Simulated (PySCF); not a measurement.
Compound: C5H5S3 (charge +1).
Bonds: C1–C2, C2–S3 (double), C2–C4, C4–S5 (aromatic), S5–C6 (aromatic), C6–C7 (aromatic), C7–S8 (aromatic), C4–S8 (aromatic). Hydrogens: H9, H10, H11 on C1; H12 on C6; H13 on C7.

The geometry is computed with GFN2-xTB (gas phase).

Problem. List the bond lengths, angles and torsions at this level.

Solution. 
```csv
bond,length (Å)
C1–C2,1.484
C2=S3,1.645
C2–C4,1.433
"C4–S5, C4–S8",1.712
"S5–C6, C7–S8",1.715
C6–C7,1.347
"C1–H9, C1–H10, C1–H11",1.089
"C6–H12, C7–H13",1.077
```

Bonds in one row agree within 0.01 Å and their mean is given. A selection of angles:
```csv
angle,degrees
C1–C2–S3,123.3
C1–C2–C4,118.9
S3–C2–C4,117.7
C2–C4–S5,120.9
C2–C4–S8,123.0
S5–C4–S8,116.2
C4–S5–C6,94.7
S5–C6–C7,117.4
```

Torsions: C1–C2–C4–S5 180° (antiperiplanar).

C4 (substituted aromatic carbon) is planar (angles 123.0°, 120.9° and 116.2°, sum 360.0°, 0.00 Å off the plane of its three neighbours). The 5 C–S bonds span 1.645 Å (C2=S3, drawn double) to 1.715 Å (S5–C6, aromatic), a spread of 0.070 Å. The 8 heavy atoms lie in one plane (0.000 Å rms). C6 (aromatic CH next to a ring sulfur) is planar (angles 124.5°, 118.1° and 117.4°, sum 360.0°, 0.00 Å off the plane of its three neighbours). Of the pairs four or more bonds apart, S8···H10 is among the closest relative to their van der Waals radii: 2.99 Å, 100 % of the sum of Bondi's values. C2 (thiocarbonyl carbon) is planar (angles 123.3°, 118.9° and 117.7°, sum 360.0°, 0.00 Å off the plane of its three neighbours). The 5-membered ring C4–S5–C6–C7–S8 has internal angles of 94.7° to 117.4°; it is planar, 0.00 Å rms from its mean plane, widest ring torsion 0°.

Point group: Cs (every atom within 0.08 Å of its image). Whether it is a minimum is left open (no frequencies).

One conformer stands for the species.
